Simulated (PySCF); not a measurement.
# The potential of point charges around `CC(C)(C)CCF`

Species: `CC(C)(C)CCF`. Coordinates (GFN2-xTB, Å) and charges (e) from the PBE0/pcSseg-1 density (PySCF):

```tsv
atom	x	y	z	Mulliken	IAO	Hirshfeld	ESP-fitted
C1	-0.757	0.975	1.043	-0.1528	-0.4179	-0.1186	-0.4916
C2	-0.439	0.022	-0.111	-0.6499	+0.0588	+0.0313	+0.6248
C3	-1.656	-0.876	-0.361	-0.1413	-0.4136	-0.1170	-0.6447
C4	-0.153	0.830	-1.379	-0.1526	-0.4181	-0.1187	-0.4683
C5	0.748	-0.892	0.241	-0.1744	-0.2724	-0.0779	-0.1327
C6	2.061	-0.176	0.526	+0.2025	+0.0479	+0.0241	+0.1907
F7	3.030	-1.110	0.820	-0.3487	-0.3345	-0.1300	-0.2813
H8	0.047	1.689	1.198	+0.1063	+0.1309	+0.0371	+0.0939
H9	-0.914	0.421	1.966	+0.1089	+0.1357	+0.0395	+0.1114
H10	-1.664	1.535	0.824	+0.1099	+0.1376	+0.0402	+0.1165
H11	-2.525	-0.275	-0.616	+0.1080	+0.1344	+0.0387	+0.1583
H12	-1.891	-1.459	0.526	+0.1080	+0.1353	+0.0392	+0.1396
H13	-1.463	-1.564	-1.182	+0.1081	+0.1353	+0.0391	+0.1402
H14	-1.041	1.384	-1.675	+0.1098	+0.1376	+0.0401	+0.1102
H15	0.649	1.546	-1.218	+0.1062	+0.1310	+0.0372	+0.0892
H16	0.127	0.172	-2.199	+0.1089	+0.1358	+0.0395	+0.1056
H17	0.491	-1.485	1.122	+0.1195	+0.1356	+0.0378	+0.0379
H18	0.918	-1.588	-0.584	+0.1195	+0.1357	+0.0376	+0.0371
H19	2.429	0.381	-0.341	+0.1021	+0.1324	+0.0404	+0.0308
H20	1.997	0.481	1.398	+0.1020	+0.1325	+0.0403	+0.0326
```

Points outside the species (Å): A (-3.9, -1.3, 4.3); B (-4.7, -0.8, 0.8); C (5.2, 3.0, -6.5); D (1.8, -3.5, -4.1); E (3.7, 0.0, 3.7).

Question: Find the potential V = 14.3996 V·Å × Σ q/r of each set of charges at these points.

Answer: In volts:

```json
{"point": "A", "nearest atom": "H9", "distance (Å)": "4.16", "Mulliken": "+0.060", "IAO": "+0.083", "Hirshfeld": "+0.039", "ESP-fitted": "+0.065"}
{"point": "B", "nearest atom": "H11", "distance (Å)": "2.65", "Mulliken": "+0.145", "IAO": "+0.139", "Hirshfeld": "+0.074", "ESP-fitted": "+0.076"}
{"point": "C", "nearest atom": "H15", "distance (Å)": "7.12", "Mulliken": "+0.030", "IAO": "+0.023", "Hirshfeld": "+0.006", "ESP-fitted": "+0.015"}
{"point": "D", "nearest atom": "H18", "distance (Å)": "4.10", "Mulliken": "-0.055", "IAO": "-0.016", "Hirshfeld": "-0.010", "ESP-fitted": "+0.012"}
{"point": "E", "nearest atom": "H20", "distance (Å)": "2.90", "Mulliken": "-0.226", "IAO": "-0.269", "Hirshfeld": "-0.126", "ESP-fitted": "-0.185"}
```

Question: How far are the other sets from the ESP-fitted one at these points?

Answer: Root-mean-square difference: Hirshfeld 0.031 V, Mulliken 0.047 V, IAO 0.050 V. The ESP scheme is a least-squares fit of atom-centred charges to the potential on four shells outside the van der Waals surface, with the total charge fixed.

Question: What energy would a point charge of -1 e have at E in the field of the ESP charges, leaving out polarisation?

Answer: +0.185 eV = +17.8 kJ/mol, a repulsion.

Isolated species at its GFN2-xTB geometry (one conformer only).

Conformer computed: `[CH3:1][C:2]([CH3:3])([CH3:4])[CH2:5][CH2:6][F:7]`: C1–C2–C5–C6 -61°, C2–C5–C6–F7 180°.
